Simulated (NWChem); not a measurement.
Everything below was run with NWChem. System: C5H6, charge 1, spin multiplicity 2, at the geometry of a parent with another charge or spin, in a state set for the comparison that need not be this species' ground state. Its SCF solution wasn't tested for a lower state. Level: UHF/def2-TZVP.

Input file:

```
start mol
memory heap 200 mb stack 900 mb global 1100 mb
charge 1
geometry units angstroms nocenter noautoz
  C     -0.735020     0.000000     0.993310
  C     -1.181027     0.000000    -0.283950
  C      0.000000     0.000000    -1.216542
  C      1.181027     0.000000    -0.283950
  C      0.735020     0.000000     0.993310
  H     -1.354661     0.000000     1.892331
  H     -2.221441     0.000000    -0.612408
  H      0.000000     0.881808    -1.886455
  H      0.000000    -0.881808    -1.886455
  H      2.221441     0.000000    -0.612408
  H      1.354661     0.000000     1.892331
  symmetry group C2v
end
basis spherical
  * library def2-tzvp
end
scf
  uhf
  nopen 1
  maxiter 100
  thresh 1e-7
  semidirect memsize 60000000 filesize 0
  # guess.movecs holds the orbitals of an unrestricted PBE0 run
  vectors input guess.movecs output mol.movecs
end
task scf energy
```

NWChem printed:

```
             Northwest Computational Chemistry Package (NWChem) 7.3.0
             --------------------------------------------------------

                                NWChem Input Module
                                -------------------

 Scaling coordinates for geometry "geometry" by  1.889725989
 (inverse scale =  0.529177249)

 Turning off AUTOSYM since
 SYMMETRY directive was detected!

                             Geometry "geometry" -> ""
                             -------------------------

 Output coordinates in angstroms (scale by  1.889725989 to convert to a.u.)

  No.       Tag          Charge          X              Y              Z
 ---- ---------------- ---------- -------------- -------------- --------------
    1 C                    6.0000    -0.73502000     0.00000000     0.99331000
    2 C                    6.0000    -1.18102700     0.00000000    -0.28395000
    3 C                    6.0000     0.00000000     0.00000000    -1.21654200
    4 C                    6.0000     1.18102700     0.00000000    -0.28395000
    5 C                    6.0000     0.73502000     0.00000000     0.99331000
    6 H                    1.0000    -1.35466100     0.00000000     1.89233100
    7 H                    1.0000    -2.22144100     0.00000000    -0.61240800
    8 H                    1.0000     0.00000000     0.88180800    -1.88645500
    9 H                    1.0000     0.00000000    -0.88180800    -1.88645500
   10 H                    1.0000     2.22144100     0.00000000    -0.61240800
   11 H                    1.0000     1.35466100     0.00000000     1.89233100

 Effective nuclear repulsion energy (a.u.)     156.1428562253

            Nuclear Dipole moment (a.u.)
            ----------------------------
        X                 Y               Z
 ---------------- ---------------- ----------------
    -0.0000000000     0.0000000000     0.0000075589

      Symmetry information
      --------------------

 Group name             C2v
 Group number             16
 Group order               4
 No. of unique centers     6

      Symmetry unique atoms

     1    2    3    6    7    8


 Summary of "ao basis" -> "" (spherical)
 ------------------------------------------------------------------------------
       Tag                 Description            Shells   Functions and Types
 ---------------- ------------------------------  ------  ---------------------
 *                         def2-tzvp                  on all atoms

 Summary of "ao basis" -> "ao basis" (spherical)
 ------------------------------------------------------------------------------
       Tag                 Description            Shells   Functions and Types
 ---------------- ------------------------------  ------  ---------------------
 C                         def2-tzvp                11       31   5s3p2d1f
 H                         def2-tzvp                 4        6   3s1p

                                 NWChem SCF Module
                                 -----------------

  ao basis        = "ao basis"
  functions       =   191
  atoms           =    11
  alpha electrons =    18
  beta  electrons =    17
  charge          =   1.00
  wavefunction    = UHF
  use symmetry    = T
  symmetry adapt  = T

 Summary of "ao basis" -> "ao basis" (spherical)
 ------------------------------------------------------------------------------
       Tag                 Description            Shells   Functions and Types
 ---------------- ------------------------------  ------  ---------------------
[...]
     7      0.180885   1 C  py              131     -0.180885   5 C  py

 Vector   19  Occ=0.000000D+00  E=-6.144204D-02  Symmetry=b2
              MO Center= -1.4D-14, -4.1D-15, -1.9D-01, r^2= 4.0D+00
   Bfn.  Coefficient  Atom+Function         Bfn.  Coefficient  Atom+Function
  ----- ------------  ---------------      ----- ------------  ---------------
    44      0.585247   2 C  py              106      0.585247   4 C  py
   170     -0.375776   8 H  s               176      0.375776   9 H  s
    13     -0.334845   1 C  py              137     -0.334845   5 C  py
    38      0.207058   2 C  py              100      0.207058   4 C  py
    41      0.182206   2 C  py              103      0.182206   4 C  py

 Vector   20  Occ=0.000000D+00  E=-1.402501D-02  Symmetry=a1
              MO Center=  2.8D-15,  1.4D-15, -1.2D+00, r^2= 8.6D+00
   Bfn.  Coefficient  Atom+Function         Bfn.  Coefficient  Atom+Function
  ----- ------------  ---------------      ----- ------------  ---------------
    67      7.268812   3 C  s               170     -1.947204   8 H  s
   176     -1.947204   9 H  s                36     -1.747322   2 C  s
    98     -1.747322   4 C  s                43     -1.381747   2 C  px
   105      1.381747   4 C  px              164     -1.164925   7 H  s
   182     -1.164925  10 H  s                66     -0.564221   3 C  s

 center of mass
 --------------
 x =  -0.00000000 y =   0.00000000 z =   0.03443665

 moments of inertia (a.u.)
 ------------------
         214.503358305255           0.000000000000           0.000000000000
           0.000000000000         423.483193202613           0.000000000000
           0.000000000000           0.000000000000         220.173978120681

  Mulliken analysis of the total density
  --------------------------------------

    Atom       Charge   Shell Charges
 -----------   ------   -------------------------------------------------------
    1 C    6     6.05   0.86  1.12  0.51  0.59  0.07  1.21  1.30  0.28  0.02  0.08  0.01
    2 C    6     6.04   0.86  1.12  0.52  0.61  0.11  1.20  1.27  0.25  0.02  0.08  0.01
    3 C    6     6.11   0.85  1.12  0.46  0.69 -0.04  1.26  1.39  0.27  0.02  0.08  0.01
    4 C    6     6.04   0.86  1.12  0.52  0.61  0.11  1.20  1.27  0.25  0.02  0.08  0.01
    5 C    6     6.05   0.86  1.12  0.51  0.59  0.07  1.21  1.30  0.28  0.02  0.08  0.01
    6 H    1     0.78   0.26  0.46  0.04  0.02
    7 H    1     0.77   0.26  0.46  0.04  0.02
    8 H    1     0.81   0.25  0.47  0.07  0.02
    9 H    1     0.81   0.25  0.47  0.07  0.02
   10 H    1     0.77   0.26  0.46  0.04  0.02
   11 H    1     0.78   0.26  0.46  0.04  0.02

  Mulliken analysis of the alpha density
  --------------------------------------

    Atom       Charge   Shell Charges
 -----------   ------   -------------------------------------------------------
    1 C    6     3.00   0.43  0.56  0.25  0.29  0.04  0.60  0.64  0.12  0.01  0.04  0.00
    2 C    6     3.34   0.43  0.56  0.27  0.32  0.07  0.70  0.78  0.17  0.01  0.04  0.00
    3 C    6     2.99   0.43  0.56  0.23  0.34 -0.03  0.61  0.67  0.12  0.01  0.05  0.00
    4 C    6     3.34   0.43  0.56  0.27  0.32  0.07  0.70  0.78  0.17  0.01  0.04  0.00
    5 C    6     3.00   0.43  0.56  0.25  0.29  0.04  0.60  0.64  0.12  0.01  0.04  0.00
    6 H    1     0.39   0.13  0.23  0.02  0.01
    7 H    1     0.37   0.12  0.22  0.01  0.01
    8 H    1     0.41   0.13  0.24  0.04  0.01
    9 H    1     0.41   0.13  0.24  0.04  0.01
   10 H    1     0.37   0.12  0.22  0.01  0.01
   11 H    1     0.39   0.13  0.23  0.02  0.01

   Mulliken analysis of the beta density
   -------------------------------------

    Atom       Charge   Shell Charges
 -----------   ------   -------------------------------------------------------
    1 C    6     3.05   0.43  0.56  0.26  0.30  0.04  0.60  0.66  0.15  0.01  0.04  0.00
    2 C    6     2.69   0.43  0.56  0.25  0.29  0.04  0.50  0.49  0.08  0.01  0.04  0.00
    3 C    6     3.13   0.43  0.56  0.23  0.36 -0.01  0.64  0.72  0.15  0.01  0.03  0.00
    4 C    6     2.69   0.43  0.56  0.25  0.29  0.04  0.50  0.49  0.08  0.01  0.04  0.00
    5 C    6     3.05   0.43  0.56  0.26  0.30  0.04  0.60  0.66  0.15  0.01  0.04  0.00
    6 H    1     0.39   0.13  0.23  0.02  0.01
    7 H    1     0.41   0.13  0.24  0.02  0.01
    8 H    1     0.40   0.12  0.23  0.03  0.01
    9 H    1     0.40   0.12  0.23  0.03  0.01
   10 H    1     0.41   0.13  0.24  0.02  0.01
   11 H    1     0.39   0.13  0.23  0.02  0.01

   Mulliken analysis of the spin density
   -------------------------------------

    Atom       Charge   Shell Charges
 -----------   ------   -------------------------------------------------------
    1 C    6    -0.06  -0.00  0.00 -0.00 -0.01 -0.00 -0.00 -0.02 -0.03  0.00  0.01  0.00
    2 C    6     0.65   0.00 -0.00  0.01  0.03  0.02  0.20  0.29  0.09 -0.00  0.01 -0.00
    3 C    6    -0.14  -0.00  0.00 -0.00 -0.02 -0.01 -0.03 -0.05 -0.03  0.00  0.01  0.00
    4 C    6     0.65   0.00 -0.00  0.01  0.03  0.02  0.20  0.29  0.09 -0.00  0.01 -0.00
    5 C    6    -0.06  -0.00  0.00 -0.00 -0.01 -0.00 -0.00 -0.02 -0.03  0.00  0.01  0.00
    6 H    1    -0.00  -0.00 -0.00 -0.00 -0.00
    7 H    1    -0.04  -0.01 -0.02 -0.01  0.00
    8 H    1     0.02   0.00  0.01  0.00 -0.00
    9 H    1     0.02   0.00  0.01  0.00 -0.00
   10 H    1    -0.04  -0.01 -0.02 -0.01  0.00
   11 H    1    -0.00  -0.00 -0.00 -0.00 -0.00

       Multipole analysis of the density wrt the origin
       ------------------------------------------------

     L   x y z        total         alpha         beta         nuclear
     -   - - -        -----         -----         ----         -------
     0   0 0 0      1.000000    -18.000000    -17.000000     36.000000

     1   1 0 0     -0.000000     -0.000000     -0.000000     -0.000000
     1   0 1 0      0.000000     -0.000000      0.000000      0.000000
     1   0 0 1      0.033953      0.298293     -0.264347      0.000008

     2   2 0 0    -12.676461    -75.002391    -68.949119    131.275049
     2   1 1 0      0.000000      0.000000      0.000000      0.000000
     2   1 0 1     -0.000000     -0.000000     -0.000000      0.000000
     2   0 2 0    -21.297231    -14.492270    -12.358576      5.553615
     2   0 1 1     -0.000000     -0.000000     -0.000000      0.000000
     2   0 0 2    -13.992430    -72.627140    -72.482987    131.117698

 Task  times  cpu:       17.7s     wall:       17.7s

 Total times  cpu:       17.7s     wall:       17.7s
```
